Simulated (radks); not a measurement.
Results of a calculation; reference values are marked as such.
Species: the terbium ion Tb31+. Configuration: [Ar] 3d10 4s2 4p4 (the NIST ground configuration). Code: a radial shooting solver on a logarithmic mesh with Libxc functionals. Model: Dirac Kohn-Sham, relativistic LDA (MacDonald-Vosko exchange, VWN5 correlation), spin-unpolarised, spherical densities, finite nucleus; open shells fill j = l - 1/2 first; Fermi nuclear charge, rms radius 5.06 fm.

Normalised radial functions P(r) = r R(r) (large component), r in bohr:

r	3p1/2	4p3/2
0.001802	0.0358	0.0064
0.002582	0.0563	0.0126
0.003731	0.0913	0.0248
0.005348	0.1487	0.0473
0.007726	0.2460	0.0894
0.01107	0.3984	0.1609
0.016	0.6311	0.2785
0.02293	0.9303	0.4412
0.03287	1.2308	0.6212
0.0475	1.3413	0.7170
0.06808	0.9482	0.5380
0.09836	-0.1659	-0.0667
0.141	-1.5771	-0.8241
0.2037	-2.3080	-0.9367
0.292	-1.7401	0.1655
0.4185	-0.6775	1.4926
0.6046	-0.1080	1.4338
0.8667	-0.0055	0.4919
1.252	0.0000	0.0479

3p1/2: eigenvalue -2830.9 eV, 1 radial node at r = 0.0941 bohr, <r> = 0.226 bohr, 90 % of the charge inside 0.339 bohr. 4p3/2: eigenvalue -1233.8 eV, 2 radial nodes at r = 0.0953, 0.281 bohr, <r> = 0.505 bohr, 90 % of the charge inside 0.720 bohr.
